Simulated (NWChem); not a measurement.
System: AlGeH5O; SMILES [GeH3][AlH][OH]

Excerpt of the output:

```
             Northwest Computational Chemistry Package (NWChem) 7.3.0
             --------------------------------------------------------

                             Geometry "geometry" -> ""
                             -------------------------

 Output coordinates in angstroms (scale by  1.889725989 to convert to a.u.)

  No.       Tag          Charge          X              Y              Z
 ---- ---------------- ---------- -------------- -------------- --------------
    1 Al                  13.0000    -0.41972500     1.21115200    -0.00346000
    2 Ge                  32.0000     0.14885900    -1.18719200    -0.00896400
    3 H                    1.0000    -0.66153800    -1.96192500    -1.07188400
    4 H                    1.0000     1.64202000    -1.44995400    -0.28622200
    5 H                    1.0000    -0.18558200    -1.84591400     1.34851400
    6 H                    1.0000    -1.90094900     1.79649100     0.00425600
    7 O                    8.0000     0.89555400     2.29947600     0.00130700
    8 H                    1.0000     0.82867600     3.25636600     0.01000000

 Effective nuclear repulsion energy (a.u.)     224.5567967949

                              NWChem Property Module
                              ----------------------

                                 NWChem DFT Module
                                 -----------------

 Summary of "ao basis" -> "ao basis" (spherical)
 ------------------------------------------------------------------------------
       Tag                 Description            Shells   Functions and Types
 ---------------- ------------------------------  ------  ---------------------
 Al                          sto-3g                  5        9   3s2p
 Ge                          sto-3g                  8       18   4s3p1d
 H                           sto-3g                  1        1   1s
 O                           sto-3g                  3        5   2s1p

            General Information
            -------------------
          SCF calculation type: DFT
          Wavefunction type:  closed shell.
          No. of atoms     :     8
          No. of electrons :    58
           Alpha electrons :    29
            Beta electrons :    29
          Charge           :     0
          Spin multiplicity:     1
          Use of symmetry is: off; symmetry adaption is: off
          Maximum number of iterations: 150
          AO basis - number of functions:    37
                     number of shells:    21
          Convergence on energy requested:  1.00D-06
          Convergence on density requested:  1.00D-05
          Convergence on gradient requested:  5.00D-04

              XC Information
              --------------
                         B3LYP Method XC Potential
                     Hartree-Fock (Exact) Exchange  0.200
                        Slater Exchange Functional  0.800 local
                    Becke 1988 Exchange Functional  0.720 non-local
              Lee-Yang-Parr Correlation Functional  0.810
                  VWN I RPA Correlation Functional  0.190 local

             Grid Information
             ----------------
          Grid used for XC integration:  medium
          Radial quadrature: Mura-Knowles
          Angular quadrature: Lebedev.
          Tag              B.-S. Rad. Rad. Pts. Rad. Cut. Ang. Pts.
          ---              ---------- --------- --------- ---------
          Al                  1.25       88           9.0       590
          Ge                  1.25      112          11.0       590
          H                   0.35       45          12.0       434
          O                   0.60       49          11.0       434
          Grid pruning is: on
          Number of quadrature shells:   474
          Spatial weights used:  Erf1

      Superposition of Atomic Density Guess
      -------------------------------------

 Sum of atomic energies:       -2366.59775215

      Non-variational initial energy
      ------------------------------

 Total energy =   -2366.253350
 1-e energy   =   -3777.072790
 2-e energy   =    1186.262643
 HOMO         =      -0.105122
 LUMO         =       0.309946

   convergence    iter        energy       DeltaE   RMS-Dens  Diis-err
 ---------------- ----- ----------------- --------- --------- ---------
 d= 0,ls=0.0,diis     1  -2369.6271887039 -2.59D+03  6.34D-02  5.98D-01
 d= 0,ls=0.0,diis     2  -2369.3105583543  3.17D-01  4.18D-02  3.06D+00
 d= 0,ls=0.0,diis     3  -2369.7583133396 -4.48D-01  4.84D-03  9.68D-03
 d= 0,ls=0.0,diis     4  -2369.7599538466 -1.64D-03  1.44D-03  1.34D-03
 d= 0,ls=0.0,diis     5  -2369.7602073727 -2.54D-04  3.23D-04  6.90D-05
  Resetting Diis
 d= 0,ls=0.0,diis     6  -2369.7602217366 -1.44D-05  4.18D-05  5.86D-07
 d= 0,ls=0.0,diis     7  -2369.7602218820 -1.45D-07  1.60D-05  6.59D-08
 d= 0,ls=0.0,diis     8  -2369.7602218869 -4.90D-09  7.55D-06  4.52D-08

         Total DFT energy =    -2369.760221886877
      One electron energy =    -3769.251424489299
           Coulomb energy =     1284.001105688915
    Exchange-Corr. energy =     -109.066699881358
 Nuclear repulsion energy =      224.556796794865

 Numeric. integr. density =       58.000033377669

                       DFT Final Molecular Orbital Analysis
                       ------------------------------------

 Vector   27  Occ=2.000000D+00  E=-1.492383D-01
              MO Center=  1.4D-01, -1.1D+00, -9.8D-03, r^2= 5.9D-01
   Bfn.  Coefficient  Atom+Function         Bfn.  Coefficient  Atom+Function
  ----- ------------  ---------------      ----- ------------  ---------------
    25      0.620159  2 Ge d  0              23      0.597214  2 Ge d -2
    21      0.312624  2 Ge py                26     -0.238303  2 Ge d  1
    20      0.169469  2 Ge px                27      0.165045  2 Ge d  2
    17     -0.098854  2 Ge py                31     -0.073444  6 H  s
    33     -0.069753  7 O  s                  6      0.052852  1 Al s

 Vector   28  Occ=2.000000D+00  E=-1.451257D-01
              MO Center=  1.8D-01,  2.1D-01, -7.7D-03, r^2= 3.8D+00
   Bfn.  Coefficient  Atom+Function         Bfn.  Coefficient  Atom+Function
  ----- ------------  ---------------      ----- ------------  ---------------
    27      0.606066  2 Ge d  2              34     -0.491041  7 O  px
    31     -0.320599  6 H  s                 20     -0.254240  2 Ge px
    21      0.201161  2 Ge py                33     -0.198496  7 O  s
    23     -0.196170  2 Ge d -2              26      0.191139  2 Ge d  1
     7      0.108114  1 Al px                35      0.107119  7 O  py

 Vector   29  Occ=2.000000D+00  E=-1.447949D-01
              MO Center=  4.0D-01,  1.1D-01, -6.5D-05, r^2= 3.4D+00
   Bfn.  Coefficient  Atom+Function         Bfn.  Coefficient  Atom+Function
  ----- ------------  ---------------      ----- ------------  ---------------
    24      0.634891  2 Ge d -1              36     -0.591629  7 O  pz
    22      0.271518  2 Ge pz                26     -0.248698  2 Ge d  1
    25     -0.223752  2 Ge d  0               9     -0.129613  1 Al pz
    27      0.128924  2 Ge d  2              18     -0.085569  2 Ge pz
     5      0.057802  1 Al pz                23      0.053840  2 Ge d -2

 Vector   30  Occ=0.000000D+00  E= 1.563088D-01
              MO Center= -2.7D-01,  1.1D+00,  6.1D-03, r^2= 2.3D+00
   Bfn.  Coefficient  Atom+Function         Bfn.  Coefficient  Atom+Function
  ----- ------------  ---------------      ----- ------------  ---------------
     9      0.954650  1 Al pz                 5     -0.382996  1 Al pz
    36     -0.379260  7 O  pz                30     -0.237069  5 H  s
    22      0.215571  2 Ge pz                28      0.184776  3 H  s
    24     -0.100276  2 Ge d -1              18     -0.050289  2 Ge pz
    29      0.046874  4 H  s                 26      0.036976  2 Ge d  1

 Vector   31  Occ=0.000000D+00  E= 1.962603D-01
              MO Center= -3.1D-01,  7.7D-01, -3.5D-03, r^2= 3.2D+00
   Bfn.  Coefficient  Atom+Function         Bfn.  Coefficient  Atom+Function
  ----- ------------  ---------------      ----- ------------  ---------------
     6      1.017473  1 Al s                 19     -0.595639  2 Ge s
    31     -0.522660  6 H  s                 21     -0.508557  2 Ge py
    33     -0.402218  7 O  s                  2     -0.286378  1 Al s
    34      0.284925  7 O  px                37      0.263997  8 H  s
     8     -0.204554  1 Al py                28      0.185888  3 H  s

 Vector   32  Occ=0.000000D+00  E= 2.974208D-01
              MO Center=  2.7D-01, -4.1D-01, -8.9D-02, r^2= 4.1D+00
   Bfn.  Coefficient  Atom+Function         Bfn.  Coefficient  Atom+Function
  ----- ------------  ---------------      ----- ------------  ---------------
    20      0.857636  2 Ge px                29     -0.734574  4 H  s
     7      0.445636  1 Al px                28      0.427633  3 H  s
    33     -0.366131  7 O  s                 37      0.301035  8 H  s
    31      0.264190  6 H  s                  8      0.242067  1 Al py
    21      0.232993  2 Ge py                16     -0.203078  2 Ge px

     Multipole analysis of the density
     ---------------------------------

[...]

 DFT Linear Response polarizability / au
 Frequency  =       0.0773000 / au
 Wavelength =     589.4353558 / nm
              X              Y              Z
 -----------------------------------------------
 X      27.2009686     -0.0543610     -0.0126152
 Y      -0.0543452     42.6597445      0.0475623
 Z      -0.0126243      0.0475591     18.1315679
 -----------------------------------------------
 Eigenvalues =      27.2007945     42.6600281     18.1314584
 Isotropic   =      29.3307603
 Anisotropic =      21.4812882
 -----------------------------------------------

 Magnetic Dipole Response Matrix (nonzero elements):
```

Level: B3LYP/STO-3G. STO-3G and 3-21G are far too small for this property and stand as cheap habits. Geometry: optimised at PBE0/def2-SVP. B3LYP is NWChem's, with the RPA form of VWN correlation.

Question: Write an input that gives this output.

Answer: Several could match; the one computed here: the input that was run:
```
start job
memory heap 200 mb stack 900 mb global 1100 mb
geometry units angstroms noautosym nocenter noautoz
  Al    -0.419725     1.211152    -0.003460
  Ge     0.148859    -1.187192    -0.008964
  H     -0.661538    -1.961925    -1.071884
  H      1.642020    -1.449954    -0.286222
  H     -0.185582    -1.845914     1.348514
  H     -1.900949     1.796491     0.004256
  O      0.895554     2.299476     0.001307
  H      0.828676     3.256366     0.010000
end
basis spherical
  * library sto-3g
end
dft
  xc b3lyp
  iterations 150
end
property
  response 1 0.0773
end
task dft property
```
